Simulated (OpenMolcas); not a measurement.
# Pd2+ in CsCaF3: curves along the breathing mode

Pd2+ with its 6 nearest fluoride ions, on the Ca site of CsCaF3 (a = 4.526 Å, distance in the model lattice 2.263 Å). The rest of the host is ab initio model potentials to 7.6 Å, with orthogonalisation functions on the cations behind the ligands, and point charges beyond; the distance is set by hand and nothing relaxes. Ligand basis ANO-RCC-VDZP.

```
Program             : OpenMolcas
Method              : CASSCF
Basis               : ANO-RCC-VDZP [6s5p3d1f]
Scalar Hamiltonian  : DKH2, point nucleus
Active space        : 8 electrons in 5 orbitals (4d)
State averaging     : 2S+1 = 3 even, 10 roots; 2S+1 = 1 even, 15 roots
Spin-orbit coupling : state interaction with AMFI integrals over the reference wave functions
```

Spin-free energies (labels of O, the rotations of Oh) in cm-1 above the lowest fitted minimum, as all ligands move together:

```
R (Å)    3A2    3T2     1E    3T1    1A1    1T2  3T1(2)
2.057   6360  21620  20000  29390  30080  34850   42220
2.106   2120  15560  15770  22910  25550  28820   34840
2.154    220  12110  13870  19010  23350  25380   30360
2.203    340  10870  13990  17290  23170  24120   28280
2.251   2360  11720  15990  17670  24880  24950   28490
2.299   6200  14540  19800  20030  28430  27750   30810
2.348  12040  19480  25610  24510  33970  32650   35330
```

Cubic fits give the following; the wavenumber is harmonic, with the mass of all moving ligands, small differences in it between states hang on the degree of the fit, a number in brackets counts states of one label, and the table is a selection of at most 14 states with clean curves.

```json
{"State": "3A2", "R0 (Å)": "2.176", "Breathing mode (cm-1)": "505", "Minimum (cm-1)": "0"}
{"State": "3T2", "R0 (Å)": "2.207", "Breathing mode (cm-1)": "519", "Minimum (cm-1)": "10820"}
{"State": "1E", "R0 (Å)": "2.176", "Breathing mode (cm-1)": "504", "Minimum (cm-1)": "13650"}
{"State": "3T1", "R0 (Å)": "2.217", "Breathing mode (cm-1)": "516", "Minimum (cm-1)": "17160"}
{"State": "1A1", "R0 (Å)": "2.184", "Breathing mode (cm-1)": "503", "Minimum (cm-1)": "22970"}
{"State": "1T2", "R0 (Å)": "2.207", "Breathing mode (cm-1)": "518", "Minimum (cm-1)": "24080"}
{"State": "3T1(2)", "R0 (Å)": "2.222", "Breathing mode (cm-1)": "535", "Minimum (cm-1)": "28070"}
{"State": "1T1", "R0 (Å)": "2.205", "Breathing mode (cm-1)": "519", "Minimum (cm-1)": "28310"}
{"State": "1E(2)", "R0 (Å)": "2.231", "Breathing mode (cm-1)": "532", "Minimum (cm-1)": "36510"}
{"State": "1T2(2)", "R0 (Å)": "2.230", "Breathing mode (cm-1)": "532", "Minimum (cm-1)": "36900"}
{"State": "1A1(2)", "R0 (Å)": "2.222", "Breathing mode (cm-1)": "532", "Minimum (cm-1)": "59870"}
```

The minimum of 3T2 is shifted by +0.0304 Å against 3A2 (from the unrounded fits). With M = 114.0 u for the moving shell, the Huang-Rhys factor in this mode is S = M ω ΔR² / 2ħ = 0.01483 × 114.0 × 505 × 0.0304² = 0.79. Only the first shell moves, against a rigid host.

Without dynamic correlation the repulsion within the d shell is too large (B by tens of per cent), so at a given field states of lower spin stand too high. Real 4d8 and 5d8 ions are as a rule square planar and diamagnetic. With metal d orbitals alone the field can be off either way by tens of per cent. Ligand-to-metal charge-transfer states are missing. With no ligand orbital active B as a rule stays too high, so bands that hang on it stand too high and its fall with covalency is understated. No measured value stands beside these numbers.
